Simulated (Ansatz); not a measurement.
Reaction (ligand exchange at the Si–N bond): `NN([SiH3])[SiH3]` + `[NH2][Al]([NH2])[OH]` → `[NH2][Al]([NH2])[O][SiH3]` + `NN[SiH3]`

Gas-phase electronic energies from Ansatz, PBE0-D4/def2-TZVP geometries. CCSD(T)/CBS is the MP2 limit (def2-TZVPP, def2-QZVPP) plus CCSD(T) − MP2 in def2-TZVPP, frozen cores. This one scheme is used for every species. Functionals use def2-TZVPP. B3LYP here is the variant with VWN-RPA as its local correlation; programs differ in this. HSE06 is defined as in plane-wave codes. Each species was taken in one conformer, which may not be the lowest.

```tsv
level	ΔE (kJ/mol)	difference from CCSD(T)/CBS
B3LYP-D4	-61.9	-4.2
B2PLYP	-64.3	-6.6
BLYP	-64.9	-7.2
r2SCANh	-62.9	-5.2
r2SCAN0	-64.7	-7.0
HSE06	-61.3	-3.6
CAM-B3LYP	-69.2	-11.5
RPA@PBE/def2-TZVPP	-57.0	0.7
CCSD(T)/def2-TZVPP	-58.1	-0.4
HF/CBS(def2)	-83.0	-25.3
CCSD(T)/CBS	-57.7	0
```

Largest T1 diagnostic among the species: 0.011.

The D4 term adds +6.2 kJ/mol with B3LYP and +3.1 kJ/mol with PBE0; it sums over pairs of atoms, weighted by their polarisabilities, and B3LYP, whose exchange is more repulsive, gets the larger term. From r2SCAN to r2SCAN0 (25 % exact exchange), in def2-TZVPP and without D4, ΔE moves by −3.0 kJ/mol. In def2-TZVPP, CCSD(T) changes the Hartree–Fock value by +24.0 kJ/mol (the triples alone add +4.0 kJ/mol) and MP2 by +25.5 kJ/mol.
